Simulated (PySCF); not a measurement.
C3H2F3, SMILES C=C(F)[C](F)F, multiplicity 2. Atoms are numbered in the order given.

```xyz
8

C     -1.0815    -1.5733     0.0000
C      0.0053    -0.7293     0.0000
F      1.2482    -1.2395     0.0000
C     -0.0444     0.6600     0.0000
F     -1.1806     1.3250     0.0000
F      1.0146     1.4341     0.0000
H     -2.0930    -1.1700     0.0000
H     -0.9233    -2.6513     0.0000
```
Charge 0, spin multiplicity 2.

Geometry optimised at B3LYP-D3(BJ)/def2-SVP. The isomer is the one that the SMILES or the coordinates give; other isomers of the formula were not compared. One conformer was computed; it need not be the lowest.

Two levels are set side by side: PBE/pcH-1 (PySCF) and PBE0/pcH-1 (PySCF). Contact hyperfine couplings, same geometry. Differences are taken from unrounded values.

```json
[
 {"quantity": "A(iso) of 13C, atom C1 (MHz)", "PBE0": "56.8"},
 {"quantity": "A(iso) of 13C, atom C2 (MHz)", "PBE0": "-68.6"},
 {"quantity": "A(iso) of 19F, atom F3 (MHz)", "PBE0": "-39.1"},
 {"quantity": "A(iso) of 13C, atom C4 (MHz)", "PBE0": "78.1"},
 {"quantity": "A(iso) of 19F, atom F5 (MHz)", "PBE0": "98.6"},
 {"quantity": "A(iso) of 19F, atom F6 (MHz)", "PBE0": "110.8"},
 {"quantity": "A(iso) of 1H, atom H7 (MHz)", "PBE0": "-44.0"},
 {"quantity": "A(iso) of 1H, atom H8 (MHz)", "PBE0": "-46.7"}
]
```

Task: What does PBE give, and how far is it from PBE0? (The exact figures need the calculation; the answer reports its results.)

Result: 
| quantity | PBE | PBE minus PBE0 |
|---|---|---|
| A(iso) of 13C, atom C1 (MHz) | 39.5 | -17.3 |
| A(iso) of 13C, atom C2 (MHz) | -46.2 | 22.4 |
| A(iso) of 19F, atom F3 (MHz) | -17.4 | 21.7 |
| A(iso) of 13C, atom C4 (MHz) | 53.0 | -25.1 |
| A(iso) of 19F, atom F5 (MHz) | 60.5 | -38.1 |
| A(iso) of 19F, atom F6 (MHz) | 67.3 | -43.5 |
| A(iso) of 1H, atom H7 (MHz) | -35.1 | 8.9 |
| A(iso) of 1H, atom H8 (MHz) | -37.2 | 9.5 |

Rough cost on one machine, each run with all the roots and properties that it gave: PBE0 against PBE within a factor of 2.
